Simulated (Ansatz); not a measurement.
C$_{5}$H$_{14}$InN, SMILES `C[CH2][In]([NH2])[CH](C)C`, relaxed with RKS PBE0-D4/def2-TZVP in the Gaussian-basis code of Ansatz from a GFN2-xTB geometry. The force threshold is 0.005 eV/Å; the program also tests the step.

The species carries charge 0 and has multiplicity 1. In: def2 effective core potential.

Start:

```xyz
21

C    -2.197    2.042    1.261
C    -0.939    2.465    0.519
In    0.137    0.670   -0.406
N    -0.095    0.572   -2.459
C     1.028   -1.252    0.490
C     2.319   -1.593   -0.233
C    -0.007   -2.354    0.334
H    -2.887    1.530    0.589
H    -1.956    1.365    2.083
H    -2.711    2.911    1.680
H    -0.261    3.000    1.187
H    -1.186    3.119   -0.320
H     0.626    0.088   -2.981
H    -0.231    1.465   -2.920
H     1.230   -1.079    1.551
H     2.135   -1.706   -1.304
H     2.735   -2.533    0.137
H     3.065   -0.808   -0.089
H    -0.918   -2.111    0.886
H     0.380   -3.305    0.711
H    -0.267   -2.485   -0.717
```

```json
{"step": "1", "energy (eV)": "-12071.6843", "largest force (eV/Å)": "0.723", "largest move (Å)": "0.000"}
{"step": "2", "energy (eV)": "-12071.8117", "largest force (eV/Å)": "0.610", "largest move (Å)": "0.194"}
{"step": "3", "energy (eV)": "-12071.8600", "largest force (eV/Å)": "0.290", "largest move (Å)": "0.099"}
{"step": "4", "energy (eV)": "-12071.8668", "largest force (eV/Å)": "0.279", "largest move (Å)": "0.054"}
{"step": "5", "energy (eV)": "-12071.8745", "largest force (eV/Å)": "0.153", "largest move (Å)": "0.200"}
{"step": "6", "energy (eV)": "-12071.8763", "largest force (eV/Å)": "0.134", "largest move (Å)": "0.055"}
{"step": "7", "energy (eV)": "-12071.8801", "largest force (eV/Å)": "0.089", "largest move (Å)": "0.046"}
{"step": "8 (rejected)", "energy (eV)": "-12071.8788", "largest force (eV/Å)": "0.276", "largest move (Å)": "0.079"}
{"step": "9", "energy (eV)": "-12071.8808", "largest force (eV/Å)": "0.067", "largest move (Å)": "0.039"}
{"step": "10", "energy (eV)": "-12071.8812", "largest force (eV/Å)": "0.135", "largest move (Å)": "0.098"}
{"step": "11", "energy (eV)": "-12071.8822", "largest force (eV/Å)": "0.090", "largest move (Å)": "0.021"}
{"step": "13", "energy (eV)": "-12071.8836", "largest force (eV/Å)": "0.105", "largest move (Å)": "0.089"}
{"step": "15", "energy (eV)": "-12071.8860", "largest force (eV/Å)": "0.061", "largest move (Å)": "0.025"}
{"step": "17", "energy (eV)": "-12071.8893", "largest force (eV/Å)": "0.098", "largest move (Å)": "0.180"}
{"step": "19 (rejected)", "energy (eV)": "-12071.8900", "largest force (eV/Å)": "0.154", "largest move (Å)": "0.019"}
{"step": "21", "energy (eV)": "-12071.8931", "largest force (eV/Å)": "0.047", "largest move (Å)": "0.099"}
{"step": "23", "energy (eV)": "-12071.8957", "largest force (eV/Å)": "0.088", "largest move (Å)": "0.014"}
{"step": "25", "energy (eV)": "-12071.8985", "largest force (eV/Å)": "0.023", "largest move (Å)": "0.091"}
{"step": "27", "energy (eV)": "-12071.8999", "largest force (eV/Å)": "0.030", "largest move (Å)": "0.098"}
{"step": "29", "energy (eV)": "-12071.9009", "largest force (eV/Å)": "0.040", "largest move (Å)": "0.005"}
{"step": "31", "energy (eV)": "-12071.9010", "largest force (eV/Å)": "0.033", "largest move (Å)": "0.014"}
{"step": "33", "energy (eV)": "-12071.9018", "largest force (eV/Å)": "0.013", "largest move (Å)": "0.049"}
{"step": "35", "energy (eV)": "-12071.9020", "largest force (eV/Å)": "0.012", "largest move (Å)": "0.019"}
{"step": "37", "energy (eV)": "-12071.9020", "largest force (eV/Å)": "0.004", "largest move (Å)": "0.008"}
{"step": "38", "energy (eV)": "-12071.9020", "largest force (eV/Å)": "0.003", "largest move (Å)": "0.006"}
```

End:

```xyz
21

C    -2.096    1.709    1.427
C    -1.314    2.145    0.194
In    0.179    0.739   -0.500
N     1.017    1.201   -2.284
C     0.945   -1.115    0.349
C     1.952   -1.774   -0.583
C    -0.181   -2.072    0.724
H    -2.653    0.785    1.250
H    -1.441    1.526    2.283
H    -2.824    2.468    1.736
H    -0.792    3.089    0.381
H    -1.986    2.335   -0.648
H     1.723    0.647   -2.740
H     0.783    2.007   -2.840
H     1.462   -0.819    1.269
H     1.494   -2.057   -1.536
H     2.359   -2.692   -0.138
H     2.796   -1.118   -0.809
H    -0.880   -1.632    1.440
H     0.218   -2.989    1.177
H    -0.760   -2.382   -0.152
```

Run time 110 s (2 threads of an AMD EPYC 7R13 on a shared host and a share of an NVIDIA H100 80 GB); peak host memory 0.98 GiB.
